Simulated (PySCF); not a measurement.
An unknown is described by computed data only.

Formula: C4H2FO3S; charge -1.

- NMR, other nuclei: isotropic shieldings of nuclei other than C and H, by class: 98 (3 O), 302 (1 F), 192 (1 S) ppm [GIAO PBE0/pcSseg-1]
- UV, strongest line: among the 6 lowest singlet transitions: S3 at 5.45 eV (227 nm, f = 0.133) [TDDFT PBE0/def2-SVPD]
- UV, first state: lowest singlet excitation: 4.41 eV (281 nm, f = 0.000) [TDDFT PBE0/def2-SVPD]
- 13C NMR: chemical shifts (computed TMS as zero) by class: 167.0 (1 C), 125.1 (1 C), 91.3 (1 C), 83.0 (1 C) ppm [GIAO PBE0/pcSseg-1]
- 1H NMR: chemical shifts (computed TMS as zero) by class: 7.94 (1 H), 2.78 (1 H) ppm [GIAO PBE0/pcSseg-1]
- Rotational structure: rotational constants A, B, C: 2.001, 1.225, 0.888 GHz [GFN2-xTB]
- Triplet: lowest triplet excitation (Tamm–Dancoff): 3.46 eV [TDA PBE0/def2-SVPD]

Electronic properties: PySCF, gas phase, density fitting. Levels stand in brackets. Isolated species at its GFN2-xTB geometry, gas phase. No diffuse functions stand in pcSseg-1, which bears on an anion's orbital energies. NMR values are class means; diastereotopic atoms form classes of their own.

Problem. Give a SMILES that accounts for the data.

Solution. Numbering: `[CH:1]#[C:2]/[C:3](=[CH:4]\[F:5])[S:6](=[O:7])(=[O:8])[O-:9]`. 4 carbons fall into 4 classes; from least to most shielded: vinylic C–F carbon [C4] (167.0 ppm), fully substituted alkene carbon [C3] (125.1 ppm), terminal alkyne carbon [C1] (91.3 ppm), alkyne carbon [C2] (83.0 ppm). Hydrogen classes from least to most shielded: 1 H on a vinylic C–F carbon, C4 (7.94 ppm), 1 H on a terminal alkyne carbon, C1 (2.78 ppm). The other shieldings belong to: 98 ppm, oxygen bonded to S [O7/O8/O9]; 302 ppm, vinyl fluorine [F5]; 192 ppm, sulfonyl sulfur [S6]. By its constants the optimised geometry is an asymmetric top. Structure: `C#C/C(=C\F)S(=O)(=O)[O-]`. The assignments are read from this structure; whether some other isomer fits the data as well wasn't checked.

Shape of the structure used: `[CH:1]#[C:2]/[C:3](=[CH:4]\[F:5])[S:6](=[O:7])(=[O:8])[O-:9]`: C2–C3–S6–O7 179°.
